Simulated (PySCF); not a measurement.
# Diatomic cations of Sb with the halogens

PBE with triple-zeta basis sets in PySCF, for the lowest determinant that a PBE0 search found; no spin–orbit coupling. De refers to high-spin ground-configuration atoms (the charge goes to the atom of lower measured ionisation energy or higher electron affinity, which is not always the lowest computed limit). A positive dipole points towards Sb; it is taken about the centre of mass and depends on that origin.

```csv
M,basis,charged atom,state (unpaired electrons),Re (Å),ωe (cm⁻¹),De (eV),μ (D)
F,def2-TZVPPD,Sb+,doublet (π ↑),1.878,675,4.78,2.60
Br,def2-TZVPPD,Sb+,doublet (π ↑),2.406,300,3.72,2.37
```

(1) The row for M = Cl is missing. Estimate Re, ωe and De as the mean of the rows for F and Br, and compare with the calculation.

These are scalar-relativistic numbers at best; spin–orbit coupling would shift them, the dissociation energy most. For an ion De counts to the pair picked by the measured ionisation energies or electron affinities, which need not be the lowest pair at this level. States were picked by a PBE0 search and need not be the measured ground states.

Results:

(1) The means are 2.142 Å, 488 cm⁻¹ and 4.25 eV. PBE in def2-TZVPPD gives SbCl⁺ as a doublet (π ↑) with Re = 2.261 Å, ωe = 429 cm⁻¹, De = 3.95 eV, so the estimate is off by -11.9 pm, +14 % and +0.30 eV.
